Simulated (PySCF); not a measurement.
Two species compared at the same levels of theory.

First species: C4H5F3O2.
Geometry (GFN2-xTB, Å), atoms numbered from 1 in this order:
```xyz
14
C4H5F3O2 angstrom
C     -1.9957   -0.5247    0.6822
C     -1.2264    0.7271    0.2930
O      0.1711    0.6049    0.6173
C      0.9277   -0.0607   -0.2208
O      0.6148   -0.5816   -1.2491
C      2.3951   -0.0565    0.3088
F      3.1448   -0.9574   -0.3210
F      2.9594    1.1439    0.1217
F      2.4526   -0.3237    1.6172
H     -3.0535   -0.3669    0.4944
H     -1.8524   -0.7440    1.7372
H     -1.6584   -1.3742    0.0935
H     -1.3191    0.9191   -0.7801
H     -1.5606    1.5946    0.8636
```

Second species: C₅H₈OSi.
Numbering: `[CH:1]#[C:2][C@H:3]([CH3:4])[C:5](=[O:6])[SiH3:7]` (hydrogens: H8 on C1; H9 on C3; H10, H11, H12 on C4; H13, H14, H15 on Si7)

Levels: CAM-B3LYP/def2-SVPD for dipole moment, HOMO energy, LUMO energy, HOMO–LUMO gap, static isotropic polarisability and electronic spatial extent ⟨r²⟩ about the centre of nuclear charge; TDDFT CAM-B3LYP/def2-SVPD for lowest singlet excitation; TDA CAM-B3LYP/def2-SVPD for lowest triplet excitation (Tamm–Dancoff); GFN2-xTB for rotational constant A and rotational constant C. Geometries: GFN2-xTB. Each structure is a single optimised conformer of the isolated species, non-relativistic unless stated; the electronic structure was computed with PySCF and density fitting.

Dipoles, sizes and rotational constants follow the conformer. The torsions of the flexible species, by atom-mapped SMILES:
- `[CH3:1][CH2:2][O:3][C:4](=[O:5])[C:6]([F:7])([F:8])[F:9]`: C1–C2–O3–C4 81°, C2–O3–C4–O5 1°, O3–C4–C6–F7 166°
- `[CH:1]#[C:2][C@H:3]([CH3:4])[C:5](=[O:6])[SiH3:7]`: C2–C3–C5–O6 -110°

| property | column X | column Y |
| --- | --- | --- |
| dipole moment | 2.69 D | 3.55 D |
| HOMO energy | -8.38 eV | -10.60 eV |
| LUMO energy | -0.24 eV | 0.19 eV |
| HOMO–LUMO gap | 8.14 eV | 10.79 eV |
| lowest singlet excitation | 3.52 eV | 5.78 eV |
| lowest triplet excitation (Tamm–Dancoff) | 2.89 eV | 5.23 eV |
| static isotropic polarisability | 86.0 au | 58.4 au |
| electronic spatial extent ⟨r²⟩ about the centre of nuclear charge | 982 bohr² | 1266 bohr² |
| rotational constant A | 2.616 GHz | 3.165 GHz |
| rotational constant C | 1.491 GHz | 0.935 GHz |

**Question.** Which column belongs to which species?

**Answer.** Column X is the second species and column Y the first. The first has 14 atoms and 72 electrons, the second 15 and 60.

**Question.** How does each property change from the first species to the second?

**Answer.** dipole moment -0.86 D; HOMO energy +2.22 eV; LUMO energy -0.43 eV; HOMO–LUMO gap -2.65 eV; lowest singlet excitation -2.26 eV; lowest triplet excitation (Tamm–Dancoff) -2.34 eV; static isotropic polarisability +27.6 au; electronic spatial extent ⟨r²⟩ about the centre of nuclear charge -284 bohr²; rotational constant A -0.549 GHz; rotational constant C +0.556 GHz.

On the first: In wavenumbers S1 is 46600 cm⁻¹ (1 eV = 8065.54 cm⁻¹). The dipole equals about 11.8 × 10⁻³⁰ C·m (1 D = 3.33564 × 10⁻³⁰ C·m).

On the second: The polarisability is 12.74 Å³ as a volume (1 au = 0.148185 Å³), or 1.43 au for each of the 60 electrons. The dipole matches unit charges of opposite sign 0.56 Å apart (1 e·Å = 4.8032 D).
